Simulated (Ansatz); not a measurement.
Isolated molecules relaxed with PBE0-D4/def2-TZVP in Ansatz; ΔE leaves out vibrations. CBS: MP2 limit from def2 TZ/QZ plus the TZ coupled-cluster correction, frozen cores. This one scheme is used for every species. Functionals use def2-TZVPP. B3LYP here is the variant with VWN-RPA as its local correlation; programs differ in this. For Ga outer-core shells are correlated without core-valence functions, which leaves a few kJ/mol of doubt a bond. Scalar relativity is left out up to krypton. Each species was taken in one conformer, which may not be the lowest.

Reaction (cleavage of the Si–Ga bond): `F[SiH2][GaH2]` + `NBO` → `NBO[SiH2]F` + `[GaH3]`

(1) Is it downhill or uphill in electronic energy at CCSD(T)/CBS, and by how much? (Best estimate.)

(2) What do these levels give: PBE0-D4, B3LYP-D4, ωB97X-V, B3LYP, SCS-MP2/def2-TZVPP, SCS-MP2/def2-QZVPP? (Best estimate.)

Largest T1 diagnostic among the species: 0.013.

Answers

(1) Computed: Downhill: ΔE = -108.4 kJ/mol.

(2) Ansatz gave: PBE0-D4 -94.0, B3LYP-D4 -106.8, ωB97X-V -108.5, B3LYP -105.1, SCS-MP2/def2-TZVPP -119.7, SCS-MP2/def2-QZVPP -119.3 kJ/mol.

In def2-TZVPP, CCSD(T) changes the Hartree–Fock value by +20.8 kJ/mol (the triples alone add +2.0 kJ/mol) and MP2 by +14.4 kJ/mol. From PBE to PBE0 (25 % exact exchange), in def2-TZVPP and without D4, ΔE moves by −9.4 kJ/mol.
